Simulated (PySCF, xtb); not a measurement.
Zn(F)(SH) (FHSZn), SMILES [F][Zn][SH].

GFN2-xTB in xtb at its own geometry gives an orbital gap of 2.52 eV and a dipole moment of 4.24 D.

Geometry optimised at TPSSh-D3(BJ)/def2-TZVP. The values are those of a single conformer.

**Question.** What does PySCF with CAM-B3LYP/def2-TZVPD give? (Estimate from the structure and the level; the computed values follow.)

**Answer.** gap 8.50 eV (levels -9.21 and -0.70 eV), dipole 1.67 D.
